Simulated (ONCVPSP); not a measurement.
Cutoff test, Os, ONCV

* Element: Os (Z = 76)
* Generator: ONCVPSP 4.0.1
* Type: optimised norm-conserving Vanderbilt (ONCV)
* Functional: BLYP
* Relativity: scalar-relativistic
* Frozen core: [Kr] 4d10 4f14 5s2
* Valence charge: 14
* Reference configuration: 5p6 5d7 6s1
* Partial waves: 6s: rc 2.45 bohr, ncon 4, nbas 7, qcut 2.3 1/bohr, 2 projectors, debl 3.1 Ha; 5p: rc 1.35 bohr, ncon 5, nbas 8, qcut 6.2 1/bohr, 2 projectors, debl 1.5 Ha; 5d: rc 2.10 bohr, ncon 3, nbas 8, qcut 6.6 1/bohr, 3 projectors, debl 2.4 Ha; f scattering state at 0.21 Ha: rc 1.90 bohr, ncon 4, nbas 8, qcut 6.8 1/bohr, 2 projectors, debl 2 Ha
* Local potential: polynomial inside 1.00 bohr (lpopt 5, dvloc0 0 Ha)
* Core correction: Teter function, fcfact 4.9, rcfact 1.05

In the p channel the program set the typed energies aside and used -1.783, 0.250 Ha.

For each optimised wave give the share of its norm inside rc, the residual kinetic energy above qcut (Ha) and the cutoffs (Ha) for errors of 10, 1, 0.1 and 0.01 mHa per electron.

| wave | norm inside rc | residual KE | 10 mHa | 1 mHa | 0.1 mHa | 0.01 mHa |
| --- | --- | --- | --- | --- | --- | --- |
| 6s | 0.318 | 6.0e-03 | 2.3 | 7.5 | 17.4 | 20.6 |
| s projector 2 | 0.108 | 3.4e-01 | 9.7 | 22.0 | 26.4 | 29.4 |
| 5p | 0.708 | 2.1e-02 | 33.4 | 92.5 | 109.3 | 121.1 |
| p projector 2 | 0.064 | 4.4e-03 | 9.8 | 28.0 | 81.0 | 129.7 |
| 5d | 0.676 | 1.1e-06 | 11.7 | 15.2 | 17.8 | 19.8 |
| d projector 2 | 0.156 | 5.4e-06 | 13.0 | 16.4 | 19.0 | 21.2 |
| d projector 3 | 0.162 | 7.3e-05 | 15.4 | 18.9 | 21.8 | 28.0 |
| f projector 1 | 0.001 | 2.7e-07 | 0.6 | 2.1 | 8.0 | 15.3 |
| f projector 2 | 0.291 | 1.3e-02 | 24.3 | 85.7 | 98.8 | 130.3 |

The occupied waves need 93 Ha and 109 Ha for 1 and 0.1 mHa. Rows with under 1 % of the norm inside rc give no meaningful cutoff. Note: ghosts flagged at negative energy: s at -230.7 eV; GHOST(+) flagged for s at 74.4 eV, p at 373.6 eV. A true bound ghost makes a file unfit for plane-wave use.
